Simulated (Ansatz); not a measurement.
The cluster Ag4. Charge 0, multiplicity 3. Geometry PBE0-D4/def2-SVP, that of the charge +1 doublet; atoms count from 1.

```xyz
4

Ag    0.193    0.937    0.935
Ag   -2.198   -0.490    0.946
Ag    2.201    0.485   -0.942
Ag   -0.196   -0.933   -0.939
```

In the def2 sets Ag takes a core potential; there is no spin–orbit coupling. At PBE0-D4/def2-TZVP a singlet of charge 0 lies 0.78 eV below the triplet at the same geometry. The structure comes from a short search, and lower isomers may exist.

Problem. Estimate the Mulliken populations from the PBE0/def2-TZVP orbitals of Ansatz.

Solution. 
| atom | charge (e) | spin (α − β) | d electrons |
| --- | --- | --- | --- |
| Ag1 | -0.08 | 0.49 | 9.89 |
| Ag2 | 0.08 | 0.51 | 9.95 |
| Ag3 | 0.08 | 0.51 | 9.95 |
| Ag4 | -0.08 | 0.49 | 9.89 |
Mulliken values and Mayer orders depend strongly on the basis.

Problem. Where does the spin sit?

Solution. Summed by element: Ag 2.00, of 2 unpaired in all. Largest on single atoms: Ag2 0.51, Ag3 0.51, Ag1 0.49.

Problem. And the Mayer bond orders between bonded heavy atoms (over 0.3)?

Solution. Ag1–Ag2 0.48 (2.78 Å); Ag1–Ag3 0.48 (2.79 Å); Ag1–Ag4 0.48 (2.68 Å); Ag2–Ag4 0.48 (2.79 Å); Ag3–Ag4 0.48 (2.78 Å).
